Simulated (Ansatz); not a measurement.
Consider the ligand exchange at a Ge–O bond: `ClBC[O][GeH3]` + `OB(O)O` → `OB(O)[O][GeH3]` + `OCBCl`.

Program: Ansatz. Geometries: PBE0-D4/def2-TZVP. ΔE: electronic, gas phase. CBS: MP2 limit from def2 TZ/QZ plus the TZ coupled-cluster correction, frozen cores. This one scheme is used for every species. DFT in def2-TZVPP. B3LYP here is the variant with VWN-RPA as its local correlation; programs differ in this. For Ge outer-core shells are correlated without core-valence functions, which leaves a few kJ/mol of doubt a bond. Scalar relativity is left out up to krypton. Each species was taken in one conformer, which may not be the lowest.

```tsv
level	ΔE (kcal/mol)	difference from CCSD(T)/CBS
PBE-D4	-3.6	-0.1
r2SCAN-D4	-3.8	-0.3
PBE0-D4	-3.7	-0.2
B3LYP-D4	-3.5	0.0
ωB97X-V	-3.6	-0.1
B2PLYP	-3.5	0.0
PBE	-3.7	-0.2
B3LYP	-3.6	-0.1
MP2/def2-TZVPP	-3.2	0.3
SCS-MP2/def2-TZVPP	-3.2	0.3
CCSD/def2-TZVPP	-3.5	0.0
HF/def2-QZVPP	-3.7	-0.2
SCS-MP2/def2-QZVPP	-3.3	0.2
HF/CBS(def2)	-3.7	-0.2
MP2/CBS(def2)	-3.3	0.2
CCSD/CBS(def2)	-3.5	0.0
CCSD(T)/CBS	-3.5	0
```

Largest T1 diagnostic among the species: 0.012.
